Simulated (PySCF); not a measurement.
Compound: C7H11ClNP.
Numbering: `[CH3:1][C:2]([CH3:3])([CH3:4])[n:5]1[cH:6][p:7][cH:8][c:9]1[Cl:10]`

Cartesian coordinates in Å at the GFN2-xTB level; atoms count from 1:
```
atom  x, y, z in Å
C1    -1.5813   -0.6685    0.6248
C2    -0.6085    0.2303   -0.1470
C3    -0.6233    1.6694    0.3808
C4    -1.0574    0.2607   -1.6108
N5     0.7543   -0.3146   -0.0278
C6     1.5030   -0.7332   -1.0825
P7     3.0658   -1.3203   -0.6989
C8     2.7049   -0.9872    0.9840
C9     1.4539   -0.4679    1.1315
Cl10   0.8366   -0.0479    2.6865
H11   -2.5977   -0.3095    0.4865
H12   -1.5195   -1.6885    0.2504
H13   -1.3661   -0.6764    1.6874
H14    0.1157    2.2667   -0.1497
H15   -0.4049    1.7104    1.4420
H16   -1.6043    2.1079    0.2174
H17   -2.0641    0.6693   -1.6534
H18   -0.4129    0.8983   -2.2113
H19   -1.0842   -0.7382   -2.0399
H20    1.1080   -0.6814   -2.0766
H21    3.3733   -1.1626    1.8060
```

Definitions: NICS(0) = −σiso at the ring centroid; NICS(1) = −σiso and NICS(1)zz = −σzz at ±1 Å along the ring normal z. Level: GIAO PBE0/pcSseg-1 (PySCF, non-relativistic, gas phase) on the GFN2-xTB geometry, one conformer.

Ring bond lengths (Å), with Mayer bond orders in brackets: N5–C6 1.359 (1.22), C6–P7 1.713 (1.44), P7–C8 1.753 (1.22), C8–C9 1.363 (1.47), C9–N5 1.363 (1.11).

Q: Give the NICS values of each ring in ppm.

A: 
```json
{"ring": "N5–C6–P7–C8–C9", "type": "5-membered ring with N and P; formal bonds all aromatic", "NICS(0)": "-13.0", "NICS(1), two faces": "-10.8 / -10.8", "NICS(1)zz, two faces": "-26.0 / -26.0", "rms pucker (Å)": "0.00", "centre to ring atoms, mean (Å)": "1.28"}
```

Q: What can be read from them?

A: 
- N5–C6–P7–C8–C9: mean NICS(1)zz -26.0 ppm, shielded.

Q: What does the geometric index give? Use HOMA with the parameters of Krygowski (1993).

A: 
- N5–C6–P7–C8–C9: HOMA 0.86; the largest term is that of P7–C8, α(R − Ropt)² = 0.36.

Q: What field does 11.7 T along the ring normal induce along that normal at the first NICS(1) probe listed for ring N5–C6–P7–C8–C9, 1 Å off the ring?

A: NICSzz × B0 = -26.0 ppm × 11.7 T = -304 μT, against the applied field.
